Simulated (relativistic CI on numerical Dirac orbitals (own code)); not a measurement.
## Level scheme of Cd XI

Computed by Dirac-Coulomb-Breit CI, orbitals from a KLI potential per configuration, a model potential for QED, unscaled Slater integrals (own radial code, finite nucleus).

Configuration list (outside the closed core [Ar] 3d10): 4s2.4p6.4d2, 4s2.4p5.4d3, 4s2.4p6.4d.4f, 4s2.4p6.4d.5s, 4s.4p6.4d3, 4s2.4p6.4d.5p, 4s2.4p5.4d2.4f, 4s2.4p6.4f.5s, 4s2.4p6.5s.5p, 4s2.4p6.4d.5d, 4s2.4p6.4f2, 4s2.4p5.4f3, 4s2.4p6.5s2, 4s2.4p5.4f.5s2, 4s2.4p6.4f.5p, 4s2.4p5.4f2.5p, 4s2.4p6.5p2, 4s2.4p5.4f.5p2. Double excitations out of closed p, d and f shells are left out; levels of such configurations are missing from the list, as are those of other unlisted configurations, and high levels can miss mixing partners.

The lowest level is 4s2.4p6.4d2 3F_2, with 94 % of that term; Hund's rules for 4s2.4p6.4d2 give 3F with J = 2, in agreement.

```
No.  Configuration  Term  J  E (cm⁻¹)    %  Landé g
  1    4s2.4p6.4d2    3F  2         0   94    0.682
  2    4s2.4p6.4d2    3F  3      6590   99    1.083
  3    4s2.4p6.4d2    3F  4     13114   96    1.243
  4    4s2.4p6.4d2    3P  0     21532   96         
  5    4s2.4p6.4d2    1D  2     22426   52    1.205
  6    4s2.4p6.4d2    3P  1     24627   98    1.500
  7    4s2.4p6.4d2    3P  2     32672   55    1.277
  8    4s2.4p6.4d2    1G  4     34652   96    1.006
  9    4s2.4p6.4d2    1S  0     81285   97         
 10  4s2.4p6.4d.5s    3D  1    470313  100    0.498
 11  4s2.4p6.4d.5s    3D  2    471986   84    1.140
 12    4p5.4d3(4F)   5D°  2    473109   58    1.304
 13    4p5.4d3(4F)   5D°  3    473928   52    1.368
 14    4p5.4d3(4F)   5D°  1    474192   75    1.173
 15    4p5.4d3(4P)   5S°  2    474671   89    1.960
 16    4p5.4d3(4F)   5D°  0    475879   98         
 17    4p5.4d3(4F)   5D°  4    476814   49    1.406
 18  4s2.4p6.4d.5s    3D  3    479472  100    1.333
 19  4s2.4p6.4d.5s    1D  2    484430   84    1.026
 20    4p5.4d3(4F)   5F°  5    485457   66    1.352
 21    4p5.4d3(4F)   5D°  2    488588   28    1.035
 22    4p5.4d3(4F)   5F°  1    488710   54    0.452
 23    4p5.4d3(4P)   5D°  4    489045   39    1.344
 24    4p5.4d3(4P)   5D°  3    489687   32    1.248
 25    4p5.4d3(4F)   5G°  6    495277   95    1.324
 26    4p5.4d3(2H)   3G°  3    498386   70    0.791
 27    4p5.4d3(2G)   3F°  2    500863   48    0.947
 28    4p5.4d3(2H)   3G°  4    501651   64    1.080
 29    4p5.4d3(4F)   5G°  5    503458   41    1.265
 30    4p5.4d3(2P)   3P°  2    504444   38    1.198
 31    4p5.4d3(2G)   3F°  3    507675   47    1.156
 32    4p5.4d3(2G)   1G°  4    508517   37    1.145
 33    4p5.4d3(2P)   3P°  1    508901   52    1.126
 34    4p5.4d3(2F)   3G°  5    512064   56    1.200
 35    4p5.4d3(2D)   3D°  3    512660   60    1.247
 36    4p5.4d3(4F)   5G°  4    512827   39    1.150
 37    4p5.4d3(2P)   3D°  3    513605   58    1.255
 38    4p5.4d3(4F)   5G°  3    516335   32    0.958
 39    4p5.4d3(2G)   3G°  4    517633   33    1.045
 40    4p5.4d3(2G)   3H°  6    517827   70    1.143
 41    4p5.4d3(2P)   3D°  2    518969   51    1.135
 42    4p5.4d3(2G)   3H°  5    520102   51    1.086
 43    4p5.4d3(2P)   3P°  0    520103   76         
 44    4p5.4d3(2F)   3D°  1    521467   37    0.853
 45    4p5.4d3(2D)   3P°  0    523010   68
```

Energies count from the lowest computed level; ° marks odd parity. Percentages are summed over parent terms; the parents shown are those of the largest component, closed shells are left out there.

The mean weight of the leading LS term, summed over parents, in these 45 levels is 65 %, and that of the leading jj configuration (from the same eigenvectors) 59 %.

At this charge energies of transitions that change n are usually good to better than 1 %, and those within a shell (Δn = 0) to a few per cent. Terms inside the open d or f shell come out 10 to 20 % too wide with unscaled integrals.

Landé's interval rule says that E(J) − E(J−1) = AJ with one A. For the ground term the intervals give A = 2196.6, 1631.0 cm⁻¹ for J = 3, 4; the multiplet is regular.

LS names give the leading component of a level, which can be under half, so a name can repeat, a term be missing and a line seem to break the LS rules.
